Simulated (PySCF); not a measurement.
Vertical excitations of a molecule F2H5NSi2 from PySCF 2.14.0 with TDA-PBE0/def2-SVPD, as energy in eV (oscillator strength): 7.29 (0.025), 7.94 (0.162), 8.25 (0.001), 8.33 (0.015), 8.54 (0.053), 8.61 (0.033), 8.71 (0.016), 8.73 (0.000), 8.80 (0.009), 9.02 (0.016). Lowest triplet (TDA): 6.86 eV. Geometry: PBE-D3(BJ)/def2-SVP. Other conformers were not sampled.

Pick the molecule that these values belong to.
(A) F[SiH2]N[SiH2]F
(B) N[Si](F)(F)[SiH3]
(C) N[Si@@H](F)[SiH2]F
(D) N[SiH2][SiH](F)F

A, F[SiH2]N[SiH2]F
